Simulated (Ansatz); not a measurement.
Ansatz (an electronic-structure program) job for CH3ClFNSi2, SMILES F[Si@]1(Cl)N=C[SiH2]1, PBE/def2-SVPD. Coordinates come from a B3LYP-D3(BJ)/def2-SVP optimisation. The structure was generated by enumeration; whether it is a known compound was not checked.

Ansatz 0.2 input:
```yaml
crystal:
  periodic: [false, false, false]
  atoms:
    - {symbol: F, position_ang: [1.32865739, 0.49691258, 1.48967615]}
    - {symbol: Si, position_ang: [0.40701548, 0.10703006, 0.21553500]}
    - {symbol: Cl, position_ang: [1.68140702, -0.51286400, -1.27838746]}
    - {symbol: N, position_ang: [-0.63033947, 1.47309283, -0.29726069]}
    - {symbol: C, position_ang: [-1.80925757, 0.96462595, -0.15841890]}
    - {symbol: Si, position_ang: [-1.70048151, -0.85269788, 0.51811012]}
    - {symbol: H, position_ang: [-2.70130943, 1.56827425, -0.41434362]}
    - {symbol: H, position_ang: [-2.20636128, -1.92555496, -0.38688976]}
    - {symbol: H, position_ang: [-2.25771880, -1.05630076, 1.88704157]}
basis:
  gaussian:
    orbitals: def2-SVPD
hamiltonian:
  xc: {name: PBE}
```

Output:

```
WARN ansatz: RAYON_NUM_THREADS=1 ignored (pool sized by the plan → 1); use --threads N
Functional definition: PBE
integrals: 0.11 GiB planned
1453 factors; their error is unknown
mean field: 0.66 GiB planned
mean field evaluation 1: about -33533.9021 eV, gradient 5.9e1 eV
mean field evaluation 2: about -33461.2014 eV, gradient 1.6e2 eV
mean field evaluation 4: about -33540.8808 eV, gradient 1.9e1 eV
mean field evaluation 8: about -33541.6152 eV, gradient 1.7e-1 eV
mean field evaluation 16: about -33541.5612 eV, gradient 6.0e-4 eV
mean field -33541.56121285 eV, -1232.6296392853 hartree, gradient 3.1e-5 eV, S^2 0.000000; 0 other end points of the search recorded, 0 dependent functions left out
reference -33541.56126744 eV, -1232.6296412915 hartree; 35, 35 occupied and 127, 127 virtual orbitals, 1453 factors
Total energy: -33541.56126744 eV, -1232.6296412915 hartree
```

Self-consistency was reached.
